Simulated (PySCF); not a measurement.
How methods differ on the excitation energy of In

In [Kr] 4d10 5s2 5p1 (2P) → In [Kr] 4d10 5s1 5p2 (4P), as a difference of total energies. Computed with PySCF 2.14 in x2c-TZVPPall (8s6p4d2f, 60 functions), with the spin-free X2C one-electron Hamiltonian (Gaussian nucleus). Correlated levels: valence and next inner shell: [Ar] 3d10 frozen. The calculations carry no spin-orbit coupling.

```tsv
method	excitation energy (eV)
UHF	2.912
MP2 (valence and next inner shell)	4.279
SCS-MP2 (valence and next inner shell)	4.414
CCSD (valence and next inner shell)	4.196
CCSD(T) (valence and next inner shell)	4.277
```

Q: How much does correlation contribute at CCSD(T) (valence and next inner shell)?

A: 4.277 − (2.912) = 1.365 eV, measured against UHF.

Errors of the correlated levels include the incompleteness of this basis and the frozen core.

For comparison: 4.350 eV (measured; NIST levels, between the centres of gravity of the two terms).
